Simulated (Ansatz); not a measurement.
`C[SiH](S)Cl` + H₂ → `S[SiH2]Cl` + CH₄ at 600 K and 1 bar (hydrogenolysis of the Si–C bond).

Isolated molecules relaxed with PBE0-D4/def2-TZVP in Ansatz; ΔE leaves out vibrations. CBS: MP2 limit from def2 TZ/QZ plus the TZ coupled-cluster correction, frozen cores. This one scheme is used for every species. One conformer a species, not always the lowest.

```csv
species,CCSD(T)/CBS energy (Eh),H − E (kJ/mol),S (J/(mol·K))
`C[SiH](S)Cl`,-1187.79090,207.2,426.0
H₂,-1.17544,43.9,150.8
`S[SiH2]Cl`,-1148.50980,116.7,365.2
CH₄,-40.46206,140.4,215.7
```

H − E and S are ideal-gas, rigid-rotor, harmonic terms from PBE0-D4/def2-TZVP, for one conformer and one mirror image of each species. The MP2-based limit puts H₂ 0.8 mEh under its directly extrapolated value; such offsets cancel only in part. 1 Eh = 2625.50 kJ/mol, R = 8.31446 J/(mol·K).

Q: By hand: ΔE, ΔH, ΔS and ΔG.

A: ΔE = (-1148.50980) + (-40.46206) − (-1187.79090) − (-1.17544) = -0.00552 Eh = -14.5 kJ/mol. Δ(H − E) = 116.7 + 140.4 − 207.2 − 43.9 = 6.0, so ΔH = -8.5 kJ/mol. ΔS = 365.2 + 215.7 − 426.0 − 150.8 = 4.1 J/(mol·K). ΔG = -8.5 − 600 × (4.1)/1000 = -11.0 kJ/mol.

Q: By hand: the equilibrium constant, and the temperature at which ΔG would vanish if ΔH and ΔS stayed fixed.

A: log₁₀ K = −ΔG/(RT ln 10) = 1.0. ΔH and −TΔS have one sign here, so there is no such temperature. One of them is within its doubt of zero, so this could turn.

The number of gas molecules stays the same, so ΔS is small and ΔH decides. A doubt of 5 kJ/mol in ΔE shifts log₁₀ K by 0.4 here. Other conformers and mirror images would add mixing entropy, several J/(mol·K) or more a flexible species. These are equilibria of isolated gas molecules and say nothing of rates. Largest T1 diagnostic: 0.010 (customary marks: 0.02 for closed shells, 0.045 for open ones).
